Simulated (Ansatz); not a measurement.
Calculated with Ansatz (gas phase, PBE0-D4/def2-TZVP geometries, no zero-point term in ΔE). CCSD(T)/CBS is the MP2 limit (def2-TZVPP, def2-QZVPP) plus CCSD(T) − MP2 in def2-TZVPP, frozen cores. This one scheme is used for every species. Functionals use def2-TZVPP. HSE06 is defined as in plane-wave codes. For Ge outer-core shells are correlated without core-valence functions, which leaves a few kJ/mol of doubt a bond. Scalar relativity is left out up to krypton.

Reaction (hydrogenolysis of a Ge–C bond): `[CH3][Ge]([F])([Cl])[C]#N` + H₂ → `N#[C][GeH]([F])[Cl]` + CH₄

Is it downhill or uphill in electronic energy at CCSD(T)/CBS, and by how much? (An estimate is asked.)

Ansatz gave: Downhill: ΔE = -2.5 kcal/mol.

What do these levels give: LDA (SPW92), HSE06-D4, r2SCAN, LC-ωPBE, RPA@PBE/def2-TZVPP, SCS-MP2/def2-TZVPP? (Estimate.)

The calculation gave: LDA (SPW92) -3.2, HSE06-D4 -3.4, r2SCAN -3.3, LC-ωPBE -4.5, RPA@PBE/def2-TZVPP -3.0, SCS-MP2/def2-TZVPP -3.0 kcal/mol.

Largest T1 diagnostic among the species: 0.012.

The D4 term adds +2.1 kcal/mol with B3LYP and +1.2 kcal/mol with PBE0; it sums over pairs of atoms, weighted by their polarisabilities, and B3LYP, whose exchange is more repulsive, gets the larger term. At CCSD(T), def2-SVP lies −3.7 kcal/mol from the extrapolated value and def2-TZVPP −0.3 kcal/mol.

B3LYP here is the variant with VWN-RPA as its local correlation; programs differ in this.
